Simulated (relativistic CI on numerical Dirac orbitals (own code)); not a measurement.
# Spin-allowed bands of a d3 ion in an octahedral site, by hand

Problem. Take Δ = 14250 cm⁻¹ and B = 590 cm⁻¹ for a d3 ion in an octahedral site. Calculate the three spin-allowed bands.

Working.
1. The terms of highest spin are 4F (energy 0) and 4P (15B = 8850 cm⁻¹). Here the F term splits into A2 at −1.2Δ = -17100, T2 at −0.2Δ = -2850 and T1 at +0.6Δ = 8550 cm⁻¹.
2. The two T1 states mix through the element 0.4Δ: H = [[8550, 5700], [5700, 8850]], with roots ½(H₁₁ + H₂₂) ∓ ½√[(H₂₂ − H₁₁)² + 4H₁₂²] = ½(17400) ∓ ½(11404) = 2998 and 14402 cm⁻¹.
3. The ground term is 4A2 at -17100 cm⁻¹.
4. Bands: 4T2 14250 cm⁻¹ (702 nm), 4T1(F) 20098 cm⁻¹ (498 nm), 4T1(P) 31502 cm⁻¹ (317 nm).

Check. Exact diagonalisation of the whole d3 shell with these parameters gives 4T2 14250, 4T1 20098, 4T1 31502 cm⁻¹. The match is exact, since without spin-orbit coupling no other term has this spin. The ratio of the second band to the first, 1.410, depends on Δ/B = 24.2 alone, which is how a Tanabe-Sugano diagram is read.
